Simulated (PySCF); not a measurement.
Isomers of C5H14OSi2, mass 146.058 u with the commonest isotopes. Theory: PBE0/pcSseg-1 in PySCF (dipole) on a GFN2-xTB geometry, gas phase. One conformer each, none proved a minimum here; rigid rotors.

Question: Order these by dipole moment, smallest first.
A. `[CH3:1][CH2:2][O:3][Si@@H:4]([CH3:5])/[CH:6]=[CH:7]/[SiH3:8]` with C1–C2–O3–Si4 -175°, C2–O3–Si4–C5 60°, O3–Si4–C6–C7 -174°
B. `[CH3:1][CH2:2][CH2:3][C@@H:4]1[CH2:5][SiH2:6][O:7][SiH2:8]1` with C1–C2–C3–C4 -179°, C2–C3–C4–C5 -175°, C3–C4–C5–Si6 -158°, C4–C5–Si6–O7 24°, C5–Si6–O7–Si8 -7°, Si6–O7–Si8–C4 -9°
C. `[CH3:1]/[CH:2]=[CH:3]/[CH2:4][SiH2:5][O:6][CH2:7][SiH3:8]` with C2–C3–C4–Si5 -107°, C3–C4–Si5–O6 -176°, C4–Si5–O6–C7 180°, Si5–O6–C7–Si8 -153°
D. `[CH3:1][CH:2]([CH3:3])[O:4][CH:5]1[SiH2:6][CH2:7][SiH2:8]1` with C1–C2–O4–C5 84°, C2–O4–C5–Si6 74°

Answer: C (0.74 D), D (0.92 D), A (1.58 D), B (2.01 D).

Question: Order these by rotational constant B, largest first.
A. `[SiH3:1][CH2:2][C@@H:3]1[CH2:4][O:5][CH2:6][CH2:7][SiH2:8]1` with Si1–C2–C3–C4 -168°, C2–C3–C4–O5 177°, C3–C4–O5–C6 74°, C4–O5–C6–C7 -72°, O5–C6–C7–Si8 55°
B. `[CH3:1][CH2:2][CH2:3][C@@H:4]1[CH2:5][SiH2:6][O:7][SiH2:8]1` with C1–C2–C3–C4 -179°, C2–C3–C4–C5 -175°, C3–C4–C5–Si6 -158°, C4–C5–Si6–O7 24°, C5–Si6–O7–Si8 -7°, Si6–O7–Si8–C4 -9°
C. `[CH3:1][CH2:2][O:3][Si@@H:4]([CH3:5])/[CH:6]=[CH:7]/[SiH3:8]` with C1–C2–O3–Si4 -175°, C2–O3–Si4–C5 60°, O3–Si4–C6–C7 -174°
D. `[CH3:1]/[CH:2]=[CH:3]/[CH2:4][SiH2:5][O:6][CH2:7][SiH3:8]` with C2–C3–C4–Si5 -107°, C3–C4–Si5–O6 -176°, C4–Si5–O6–C7 180°, Si5–O6–C7–Si8 -153°

Answer: A (791.3 MHz), B (722.5 MHz), C (509.4 MHz), D (387.9 MHz).

Question: Order these by out-of-plane moment Σ m c² = (Ia + Ib − Ic)/2, smallest first.
A. `[CH3:1][CH:2]([CH3:3])[O:4][CH:5]1[SiH2:6][CH2:7][SiH2:8]1` with C1–C2–O4–C5 84°, C2–O4–C5–Si6 74°
B. `[CH3:1][CH2:2][CH2:3][C@@H:4]1[CH2:5][SiH2:6][O:7][SiH2:8]1` with C1–C2–C3–C4 -179°, C2–C3–C4–C5 -175°, C3–C4–C5–Si6 -158°, C4–C5–Si6–O7 24°, C5–Si6–O7–Si8 -7°, Si6–O7–Si8–C4 -9°
C. `[CH3:1]/[CH:2]=[CH:3]/[CH2:4][SiH2:5][O:6][CH2:7][SiH3:8]` with C2–C3–C4–Si5 -107°, C3–C4–Si5–O6 -176°, C4–Si5–O6–C7 180°, Si5–O6–C7–Si8 -153°
D. `[SiH3:1][CH2:2][C@@H:3]1[CH2:4][O:5][CH2:6][CH2:7][SiH2:8]1` with Si1–C2–C3–C4 -168°, C2–C3–C4–O5 177°, C3–C4–O5–C6 74°, C4–O5–C6–C7 -72°, O5–C6–C7–Si8 55°
E. `[CH3:1][CH2:2][O:3][Si@@H:4]([CH3:5])/[CH:6]=[CH:7]/[SiH3:8]` with C1–C2–O3–Si4 -175°, C2–O3–Si4–C5 60°, O3–Si4–C6–C7 -174°

Answer: B (19.63 u·Å²), C (21.44 u·Å²), D (25.38 u·Å²), E (27.70 u·Å²), A (65.72 u·Å²).

```json
{"SMILES": "C/C=C/C[SiH2]OC[SiH3]", "point group": "C1", "Ia (u·Å²)": "80.96", "Ib (u·Å²)": "1302.77", "Ic (u·Å²)": "1340.85", "κ": "-1.00", "μa (D)": "0.14", "μb (D)": "0.72", "μc (D)": "0.05"}
{"SMILES": "[SiH3]C[C@@H]1COCC[SiH2]1", "point group": "C1", "Ia (u·Å²)": "180.32", "Ib (u·Å²)": "638.64", "Ic (u·Å²)": "768.21", "κ": "-0.88", "μa (D)": "0.14", "μb (D)": "0.38", "μc (D)": "0.74"}
{"SMILES": "CCC[C@@H]1C[SiH2]O[SiH2]1", "point group": "C1", "Ia (u·Å²)": "152.78", "Ib (u·Å²)": "699.45", "Ic (u·Å²)": "812.98", "κ": "-0.92", "μa (D)": "1.46", "μb (D)": "1.37", "μc (D)": "0.18"}
{"SMILES": "CC(C)OC1[SiH2]C[SiH2]1", "point group": "C1", "Ia (u·Å²)": "205.48", "Ib (u·Å²)": "630.74", "Ic (u·Å²)": "704.77", "κ": "-0.90", "μa (D)": "0.04", "μb (D)": "0.58", "μc (D)": "0.72"}
{"SMILES": "CCO[Si@@H](C)/C=C/[SiH3]", "point group": "C1", "Ia (u·Å²)": "190.37", "Ib (u·Å²)": "992.06", "Ic (u·Å²)": "1127.04", "κ": "-0.94", "μa (D)": "1.33", "μb (D)": "0.83", "μc (D)": "0.16"}
```
